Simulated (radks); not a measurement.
Values are calculated unless marked as measured or tabulated.
Task: The table gives one normalised radial function P(r) = r R(r) (large component) of Cs4+ in [Kr] 4d10 5s2 5p3 (r in bohr). Code: a radial shooting solver on a logarithmic mesh with Libxc functionals. Model: Dirac Kohn-Sham, PBEsol, spin-unpolarised, spherical densities, finite nucleus; open shells are shared between the two j in proportion to 2j + 1; Fermi nuclear charge, rms radius 4.8041 fm.

| r | P |
|---|---|
| 0.002775 | 0.0148 |
| 0.00424 | 0.0270 |
| 0.006428 | 0.0497 |
| 0.009744 | 0.0915 |
| 0.01477 | 0.1644 |
| 0.02239 | 0.2785 |
| 0.03421 | 0.4246 |
| 0.05186 | 0.5180 |
| 0.07862 | 0.3885 |
| 0.1192 | -0.1072 |
| 0.1821 | -0.7030 |
| 0.2761 | -0.5472 |
| 0.4185 | 0.5810 |
| 0.6344 | 1.3623 |
| 0.9694 | 0.8931 |
| 1.469 | 0.2268 |
| 2.228 | 0.0186 |
| 3.377 | 0.0003 |
| 5.16 | 0.0000 |

Which n and l does it have? It may be an empty orbital.

Result: n = 4, l = 1: the number of nodes gives n - l - 1 = 2, the rise at small r points to l (for j = l - 1/2 the large component starts outside the nucleus as r^gamma with gamma = sqrt(l^2 - (Z/c)^2) = 0.92 and the r^(l+1) term takes over further out; the orbital of l - 1 with the same j starts with the same power, but with a larger coefficient, and does not steepen), and the extent must fit the shell. The curve is that of 4p1/2; the two j differ most near the nucleus, where j = l - 1/2 has the larger amplitude, and in heavy atoms j = l - 1/2 is also the more compact. 4p1/2: eigenvalue -213.44 eV, 2 radial nodes at r = 0.111, 0.346 bohr, <r> = 0.720 bohr, 90 % of the charge inside 1.05 bohr.
